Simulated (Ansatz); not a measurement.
The cluster Ta₅Si₃⁺. Charge 1, multiplicity 5. Geometry PBE-D4/def2-SVP; atoms count from 1.

```tsv
atom	x (Å)	y (Å)	z (Å)
Ta1	1.003	1.449	-0.202
Ta2	1.098	-0.637	-1.891
Ta3	-1.005	-0.942	-0.335
Ta4	-1.651	1.558	0.189
Ta5	-0.768	1.139	-2.217
Si6	-0.032	-1.974	2.040
Si7	1.550	-0.992	0.549
Si8	-0.196	0.399	1.868
```

In the def2 sets Ta takes a core potential; there is no spin–orbit coupling. At PBE0-D4/def2-TZVP a singlet of charge 1 lies 0.61 eV below the quintet, each at its own geometry. The structure comes from a short search, and lower isomers may exist.

Estimate the Mulliken populations from the PBE0/def2-TZVP orbitals of Ansatz.


```csv
atom,charge (e),spin (α − β),d electrons
Ta1,0.29,0.20,3.48
Ta2,0.26,0.71,3.55
Ta3,0.35,0.27,3.45
Ta4,0.26,0.71,3.55
Ta5,0.17,1.28,3.54
Si6,-0.08,0.53,–
Si7,-0.12,0.15,–
Si8,-0.12,0.15,–
```
Mulliken values and Mayer orders depend strongly on the basis.

Where does the spin sit?

Summed by element: Ta 3.17, Si 0.83, of 4 unpaired in all. Largest on single atoms: Ta5 1.28, Ta4 0.71, Ta2 0.71.

And the Mayer bond orders between bonded heavy atoms (over 0.3)?

Ta1–Ta2 1.32 (2.69 Å); Ta1–Ta3 0.36 (3.13 Å); Ta1–Ta4 1.33 (2.69 Å); Ta1–Ta5 1.18 (2.70 Å); Ta1–Si7 0.80 (2.61 Å); Ta1–Si8 0.80 (2.61 Å); Ta2–Ta3 1.43 (2.63 Å); Ta2–Ta5 1.48 (2.60 Å); Ta2–Si7 0.99 (2.51 Å); Ta3–Ta4 1.43 (2.63 Å); Ta3–Ta5 0.93 (2.82 Å); Ta3–Si6 0.71 (2.77 Å); Ta3–Si7 0.51 (2.70 Å); Ta3–Si8 0.51 (2.70 Å); Ta4–Ta5 1.48 (2.60 Å); Ta4–Si8 0.99 (2.51 Å); Si6–Si7 0.83 (2.39 Å); Si6–Si8 0.83 (2.38 Å); Si7–Si8 0.40 (2.59 Å).
